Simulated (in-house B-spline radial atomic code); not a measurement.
Successive ionisation energies of promethium; each step leads to the configuration of the next row (after the last: bare). Dirac energy differences include first-order Breit, QED and recoil terms. NIST's values go from ground level to ground level; the uncertainty of those that are theory runs from under 0.1 % in few-electron ions to several per cent in heavy many-electron ones. Computed with a B-spline radial code for spherical atoms: Dirac-Hartree-Fock, average of the configuration, finite nuclei.

```
  ion  configuration  ionisation energy (eV)  tabulated value (eV)    tabulated kind  computed minus tabulated (eV)  highest orbital  largest mean radius (bohr)
Pm56+   [He] 2s2 2p1                 11724.2                 12136  tabulated theory                           -412            2p3/2                     0.09401
Pm57+       [He] 2s2                 12531.8                 12532  tabulated theory                              0            2s1/2                    0.093523
Pm58+       [He] 2s1                       ?                     ?  tabulated theory                              ?                ?                           ?
Pm59+            1s2                       ?                     ?  tabulated theory                              ?                ?                           ?
Pm60+            1s1                 53346.1              53346.31  tabulated theory                              0            1s1/2                     0.02288
```

(1) Fill in the row of Pm58+.

(2) Fill in the row of Pm59+.

(3) Where is the largest jump?

Where a p, d or f electron is removed, the computed value is a mean over both j, so it misses the tabulated one by a part of the spin-orbit splitting; averaging over terms and missing correlation add to the gap, relatively most at low charge.

Answers

(1) ionisation energy (eV): 12796.9; tabulated value (eV): 12797.26; computed minus tabulated (eV): 0; highest orbital: 2s1/2; largest mean radius (bohr): 0.093055.

(2) ionisation energy (eV): 52140.9; tabulated value (eV): 52144.29; computed minus tabulated (eV): -3; highest orbital: 1s1/2; largest mean radius (bohr): 0.023036.

(3) From Pm58+ to Pm59+, by a factor of 4.07 (12797 to 52141 eV); the highest orbital goes from 2s1/2 to 1s1/2.
